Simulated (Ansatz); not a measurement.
Calculated with Ansatz (gas phase, PBE0-D4/def2-TZVP geometries, no zero-point term in ΔE). CBS: MP2 limit from def2 TZ/QZ plus the TZ coupled-cluster correction, frozen cores. This one scheme is used for every species. DFT in def2-TZVPP. B3LYP here is the variant with VWN-RPA as its local correlation; programs differ in this. HSE06 is defined as in plane-wave codes. def2 core potentials past Kr. For Sn outer-core shells are correlated without core-valence functions, which leaves a few kJ/mol of doubt a bond. Each species was taken in one conformer, which may not be the lowest.

Reaction (redistribution): `C#C[SiH](O)F` + `[SiH3][SiH2][SnH3]` → `C#C[SiH2]F` + `O[SiH2][SiH2][SnH3]`

| level | ΔE (kJ/mol) |
| --- | --- |
| B3LYP-D4 | 37.9 |
| B2PLYP | 39.6 |
| PBE | 38.9 |
| HSE06 | 40.8 |
| CAM-B3LYP | 40.5 |
| SCS-MP2/def2-TZVPP | 38.8 |
| HF/def2-QZVPP | 41.6 |
| MP2/CBS(def2) | 37.3 |

(1) What does CCSD(T)/CBS give? (Estimate.)

Largest T1 diagnostic among the species: 0.014.

Results:

(1) Computed: +38.7 kJ/mol. The listed levels differ from it by -0.8, 0.9, 0.2, 2.1, 1.8, 0.1, 2.9, -1.4 kJ/mol.

Leaving LDA and LC-ωPBE aside and taking each functional with its dispersion term where it has one, the values, not all of them listed here, spread over 6.0 kJ/mol, from BLYP-D4 to r2SCAN0-D4. At CCSD(T), def2-SVP lies +6.6 kJ/mol from the extrapolated value and def2-TZVPP +2.7 kJ/mol.
